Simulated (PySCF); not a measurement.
Compound: CrSeBr4 (singlet state).
Bonds: Cr1–Se2, Cr1–Br3, Cr1–Br4, Cr1–Br5, Cr1–Br6.

Method: PySCF 2.14.0, PBE0-D3(BJ)/def2-SVP geometry optimisation, gas phase.

Give the optimised bond lengths and angles.

```csv
bond,length (Å)
Cr1–Se2,2.056
Cr1–Br3 and 3 like bonds,2.349
```

Bonds in one row agree within 0.01 Å and their mean is given. A selection of angles:
```csv
angle,degrees
Se2–Cr1–Br3,104.2
Se2–Cr1–Br4,104.6
Br3–Cr1–Br4,86.3
Br3–Cr1–Br5,151.5
Br3–Cr1–Br6,86.5
```

Cr1 (chromium bonded to 4 Br and Se) is square pyramidal (τ5 = (β − α)/60° = 0.01 from the two widest angles, 151.5° and 150.6° (0 for a square pyramid, 1 for a trigonal bipyramid)).

Point group: C4v (tolerance 0.08 Å). No PBE0-D3(BJ)/def2-SVP frequencies stand behind this structure, so it isn't proved a minimum.

Hardware: an Arm Neoverse V1 with one thread, no GPU, shared host with 32 logical CPUs at a one-minute load of 17. Cost: 6.4 min wall, 1.4 GiB resident at most. These figures are those of the optimisation.
